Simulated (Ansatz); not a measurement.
Reaction (SMILES): CCN [ethanamine] → CC[NH] + H atom (the H-N bond at the site shown breaks; other sites are not compared here)
Structures are relaxed separately at B3LYP-D3(BJ)/def2-TZVP in Ansatz (a quantum-chemistry and plane-wave program), one conformer each, not searched for the lowest.
Geometry of the first species:
```xyz
10

C      1.2101    -0.3675    -0.0020
C      0.0059     0.5734    -0.0002
N     -1.3057    -0.0740     0.0024
H      2.1508     0.1897    -0.0039
H      1.2028    -1.0109     0.8816
H      1.1996    -1.0116    -0.8851
H      0.0502     1.2284    -0.8744
H      0.0533     1.2290     0.8732
H     -1.4054    -0.6706     0.8165
H     -1.4083    -0.6712    -0.8110
```
Charge 0, spin multiplicity 1.

Wanted: bond dissociation energy (electronic energy difference), in kcal/mol. Correlated levels leave the core frozen unless marked. UHF or UKS for open shells. Spin-orbit coupling is left out. No relativistic terms. CBS marks a two-point X^-3 extrapolation of the correlation energy; Hartree-Fock from the larger set. [CCSD(T)-MP2]/basis is that difference in the basis named.

Level to compare with: RI-MP2/CBS(cc-pVTZ,cc-pVQZ)+[CCSD(T)-MP2]/cc-pVTZ (Ansatz), 108.9 kcal/mol. It is a level with limits of its own, and the differences hold the functionals' basis error too.

**Question.** Rank these functionals by how close they come to RI-MP2/CBS(cc-pVTZ,cc-pVQZ)+[CCSD(T)-MP2]/cc-pVTZ, closest first: SVWN5/def2-TZVPD (Ansatz); r2SCAN0/def2-TZVPD (Ansatz); HSE06/def2-TZVPD (Ansatz).

**Answer.** HSE06/def2-TZVPD (screened hybrid, 103.5 kcal/mol, difference -5.4), r2SCAN0/def2-TZVPD (hybrid meta-GGA, 101.8 kcal/mol, difference -7.1), SVWN5/def2-TZVPD (LDA, 118.0 kcal/mol, difference 9.1)
